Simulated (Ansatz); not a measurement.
Frontier orbitals of H$_{4}$O$_{4}$Ti, SMILES `[OH][Ti]([OH])([OH])[OH]`.

The species carries charge 0 and has multiplicity 1. Correlated methods include outer-core shells of Ti, which these sets cover unevenly. Scalar relativity is left out up to krypton. All single points use the PBE0-D4/def2-TZVP geometry. It is one conformer, not always the lowest. Basis def2-TZVPP, the Gaussian-basis code of Ansatz.

Orbital energies of one run (eV). Highest occupied ones, from the top: -9.25, -9.25, -9.28, -9.99, -9.99, -10.23, -10.47, -10.70, -13.97, -14.07, -14.07, -14.09, -27.83, -27.83. Empty: -1.04, -1.01, -0.13, -0.13, 0.32, 0.36.

(1) Which functional gave them?
A. LC-ωPBE
B. BHLYP
C. ωB97M-V
D. r2SCAN0

## Answers

(1) D. HOMO energies: r2SCAN0 -9.25, ωB97M-V -11.42, BHLYP -10.63, LC-ωPBE -11.83 eV.

LC-ωPBE has ω = 0.4 bohr⁻¹.
